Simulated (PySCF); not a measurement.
H4HfO4, SMILES [Hf]([OH])([OH])([OH])[OH], multiplicity 1.

Geometry optimised at B3LYP-D3(BJ)/def2-SVP. The spin state was assumed, not searched. The isomer is the one that the SMILES or the coordinates give; other isomers of the formula were not compared. The def2 effective core potentials stand for the cores of Hf; spin–orbit coupling is left out. One conformer was computed; it need not be the lowest.

These are B3LYP-D3(BJ)/def2-SVP (PySCF) values and carry that method's errors.

Frequencies are harmonic and unscaled.

Modes within 1.5 cm⁻¹ of each other (mostly degenerate sets) share a row, with their intensities summed.

### Question
Give all harmonic wavenumbers and intensities. (The exact figures need the calculation; the answer reports its results.)

### Answer

```tsv
mode	ν (cm⁻¹)	IR (km/mol)	moving atoms (share of kinetic energy)
1–6	162	108.1	H 88 %, O 12 %
7–8	176	0.0	O 92 %, H 8 %
9–10	248	0.0	H 92 %, O 8 %
11–13	272	1290.3	H 58 %, O 39 %
14–16	682	528.8	O 82 %, Hf 13 %
17	715	0.0	O 94 %
18–20	4004	901.8	H 94 %
21	4010	0.0	H 94 %
```
